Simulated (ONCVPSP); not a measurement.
Before and after: ONCV potential for Gd

```
Element                 : gadolinium (Gd)
Generator               : ONCVPSP 4.0.1
Type                    : optimised norm-conserving Vanderbilt (ONCV)
Functional              : LDA (Perdew-Wang 92)
Relativity              : scalar-relativistic
Frozen core             : [Kr] 4d10
Valence charge          : 18
Reference configuration : 4f7 5s2 5p6 5d1 6s1.75 6p0.25
Partial waves           : 5s+6s: rc 1.90 bohr, ncon 4, nbas 9, qcut 6.8 1/bohr, 3 projectors, debl 1.5 Ha; 5p+6p: rc 3.00 bohr, ncon 4, nbas 8, qcut 5.2 1/bohr, 2 projectors; 5d: rc 2.60 bohr, ncon 3, nbas 6, qcut 3.7 1/bohr, 1 projector; 4f: rc 0.85 bohr, ncon 4, nbas 8, qcut 19 1/bohr, 2 projectors, debl 3.6 Ha
Local potential         : polynomial inside 0.70 bohr (lpopt 5, dvloc0 0 Ha)
Core correction         : none
```

All-electron outer shells of the reference configuration (LDA (PZ), scalar-relativistic, ld1.x):

| shell | level (eV) | outermost node (bohr) | outermost maximum (bohr) |
| --- | --- | --- | --- |
| 4p | -276.14 | 0.29 | 0.54 |
| 4d | -147.91 | 0.27 | 0.56 |
| 5s | -50.20 | 0.65 | 1.20 |
| 5p | -27.70 | 0.70 | 1.35 |
| 4f | -9.24 | – | 0.56 |
| 6s | -4.48 | 1.60 | 3.33 |
| 5d | -2.96 | 0.79 | 1.97 |
| 6p | -1.56 | 1.92 | 4.55 |

Change: all radii scaled by about 1.21 (s 2.30, p 3.64, d 3.16, f 1.04 bohr); local potential polynomial inside 0.86 bohr (lpopt 5, dvloc0 0 Ha).

Cutoffs: the cutoffs (Ha) at which the residual kinetic energy of the hardest occupied pseudo-wave falls to 1 and 0.1 mHa per electron; they do not see the model core or the augmentation charge, which bear on the density cutoff. Errors are all-electron minus pseudo energies relative to the spin-unpolarised reference configuration.

Predict the effect on cutoff, ghosts and configuration errors.

The potential gets softer (158 Ha and 174 Ha → 134 Ha and 148 Ha); the bound ghosts move from d, p, s to s; the lowest positive-energy flag moves from none to d at 51.2 eV; of the 4 tests that both files solve, the error grows in 2 and shrinks in 1 by more than 15 % and 0.3 meV (median size 3.7 → 6.4 meV). A larger radius leaves more room for a smooth pseudo-wave, so fewer plane waves are needed.

```tsv
quantity	base	changed
cutoff, loose	158 Ha	134 Ha
cutoff, tight	174 Ha	148 Ha
loose cutoff by channel	s 16 Ha, p 7.5 Ha, d 7.0 Ha, f 158 Ha	s 13 Ha, p 6.7 Ha, d 5.6 Ha, f 134 Ha
bound ghosts	s, p, d	s
GHOST(+) flags under 300 eV	none	d at 51.2 eV
error for 4f7 5s2 5p6 5d1 6s2 6p0, meV [ΔE -0.72 eV]	+0.1	+0.1
error for 4f7 5s2 5p6 5d1 6s1 6p0, meV [ΔE 6.13 eV]	-1.7	-2.2
error for 4f7 5s2 5p6 5d1 6s0 6p0, meV [ΔE 18.50 eV]	-5.7	-11
error for 4f7 5s2 5p5 5d1 6s2 6p0, meV [ΔE 31.73 eV]	-78	-48
```

 A true bound ghost makes a file unfit for plane-wave use even where its test errors are small: the radial tests pick states by their node count and pass the ghost by.
